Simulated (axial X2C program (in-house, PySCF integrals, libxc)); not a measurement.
## Worked dissociation energy of BeN: TPSSh, scalar-relativistic

All values were computed with an axial X2C code built on PySCF integrals. Spin-free means the one-electron spin-free X2C Hamiltonian. Basis: N dyall-av3z [7s7p3d2f], Be dyall-cv3z [8s8p3d1f] (cores contracted in-house); Gaussian nuclei, density fitting, unrestricted open shells. Masses: N 14.003 u, Be 9.012 u.

Molecular state: M_S = 3/2, Λ = 0 (beyond evenly filled blocks: σα, π+α, π-α).

* E(N) (2M_S = 3, M_L = 0): -54.642360 hartree
* E(Be) (2M_S = 0, M_L = 0): -14.672771 hartree
* E(BeN) at Re: -69.392759 hartree
* ωe: 924.9 cm⁻¹
* ωexe: 9.12 cm⁻¹

(1) Work out De and D0.

One determinant describes the state; a PBE0 search over occupations chose it and may have missed a lower one. De is counted from the lowest determinant-based energies of the atoms at the same level, without counterpoise correction. PBE0 can misorder states that lie within some tenths of an eV, so this need not be the ground state of the molecule. The nearest other spin-free determinant of the search, M_S = 1/2, Λ = 0, lies 0.12 eV up at the distance of the search.

Each atomic determinant is the lowest at this level and need not be a pure term. Totals compare only within one Hamiltonian and basis.

Results:

(1) De = -54.642360 + (-14.672771) − (-69.392759) = 0.07763 hartree = 2.112 eV. The zero-point energy is ωe/2 − ωexe/4 = 460 cm⁻¹ = 0.057 eV, so D0 = 2.055 eV.
